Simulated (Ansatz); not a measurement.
System: CH$_{3}$Be, charge 1, multiplicity 1. It need not be the lowest isomer of its formula. 
Structure (B3LYP-D3(BJ)/def2-TZVP (Ansatz, an electronic-structure program) minimum search):
```xyz
5

Be    -0.8799    -0.5103    -0.6899
C      0.3054     0.1771     0.2394
H      0.8533    -0.6116     0.7637
H     -0.1548     0.8538     0.9657
H      0.9889     0.7364    -0.4064
```
Charge +1, spin multiplicity 1.

Basis-set convergence of Hartree-Fock and CCSD correlation energies (hartree) with Ansatz. Correlated levels leave the core frozen unless marked. Spin-orbit coupling is left out. Non-relativistic.

```csv
basis,functions,E(HF),"E(corr, CCSD)"
def2-SVP,38,-53.87246,-0.18410
def2-TZVPP,92,-53.93662,-0.22125
def2-QZVPP,183,-53.94082,-0.23283
```

Extrapolating the two largest sets (X = 3 and 4) as X^-3: E(corr) = (64·(-0.23283) - 27·(-0.22125))/37 = -0.2413 Eh, an estimate of the basis-set limit. The largest set recovers 96.5 % of it, the smallest 76.3 %.
